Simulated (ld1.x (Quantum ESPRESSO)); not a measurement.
Transferability test, TM potential for antimony

Sb (Z = 51), norm-conserving Troullier–Martins (Kleinman–Bylander form), made with ld1.x (Quantum ESPRESSO) 7.5 (LDA (PZ), scalar-relativistic). Core [Ar] 3d10, reference 4s2 4p6 4d10 5s1.5 5p3.5. Waves: 4s (bound): rc 1.00 bohr; 4p (bound): rc 1.15 bohr; 4d (bound): rc 1.50 bohr. Local part: the d channel. Core correction: none.

Occupied shells without a wave of their own: 5p, 5s. They enter only through the test configuration that unscreens the potential.

Energies are relative to the spin-unpolarised reference configuration 4s2 4p6 4d10 5s1.5 5p3.5; without spin polarisation the order of configurations can differ from experiment. Spin-polarised rows fill each open shell by Hund’s rule, majority spin first. The frozen-core shift is the all-electron ΔE with the core orbitals held at their reference shape minus the fully relaxed ΔE.

| valence configuration | charge | ΔE all-electron (eV) | error AE − PS (meV) | frozen-core shift (meV) |
| --- | --- | --- | --- | --- |
| 4s2 4p6 4d10 5s2 5p3 | 0 | -4.075 | +160 | 0.0 |
| 4s2 4p6 4d10 5s2 5p2 | +1 | 4.446 | +136 | +1.4 |
| 4s2 4p6 4d10 5s2 5p1 | +2 | 20.699 | +94 | +4.3 |
| 4s2 4p6 4d9 5s2 5p4 | 0 | 26.929 | +284 | -5.2 |
| 4s2 4p6 4d10 5s1 5p4 | 0 | 4.134 | -167 | 0.0 |
| 4s2 4p6 4d10 5s2 5p3.3 | -0.3 | -5.282 | +164 | -0.2 |
| 4s2 4p6 4d10 5s1.5 5p3.5 (spin-polarised) | 0 | -1.108 | +2.3 | -0.1 |

What are ΔE and the potential's error for 4s2 4p6 4d9 5s2 5p3?

ΔE = 36.721 eV all-electron; the error (AE − PS) is +262 meV.

What are ΔE and the potential's error for 4s2 4p6 4d10 5s2 5p3 (spin-polarised)?

ΔE = -5.167 eV all-electron; the error (AE − PS) is +167 meV.

The 5p, 5s levels have no wave, so the channel is fitted at the deeper level alone: the likely source of the large errors. A variational frozen-core shift is positive and of second order in the change. This column holds negative values, so the frozen-core run of ld1.x carries numerical noise or an error of first order here, and the column gives no more than the rough size of the effect.

The potential misses its own reference levels by up to 0.4 eV.
